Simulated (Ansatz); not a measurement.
The same group exchange along the group F, Cl, Br.

Isolated molecules relaxed with PBE0-D4/def2-TZVP in Ansatz; ΔE leaves out vibrations. CBS: MP2 limit from def2 TZ/QZ plus the TZ coupled-cluster correction, frozen cores. This one scheme is used for every species. For Br outer-core shells are correlated without core-valence functions, which leaves a few kJ/mol of doubt a bond. Scalar relativity is left out up to krypton. One conformer a species, not always the lowest.

| reaction | MP2/CBS(def2) (kcal/mol) |
| --- | --- |
| `OBCF` + CH₄ → `CCBO` + H–F | -13.9 |
| `OBCCl` + CH₄ → `CCBO` + HCl | 1.0 |
| `OBCBr` + CH₄ → `CCBO` + HBr | 2.1 |

Give the CCSD(T)/CBS values in the same order. (Estimate.)

The calculation gave: -11.7, 0.8, 1.5 kcal/mol.

Largest T1 diagnostic: 0.012, for `OBCF`.
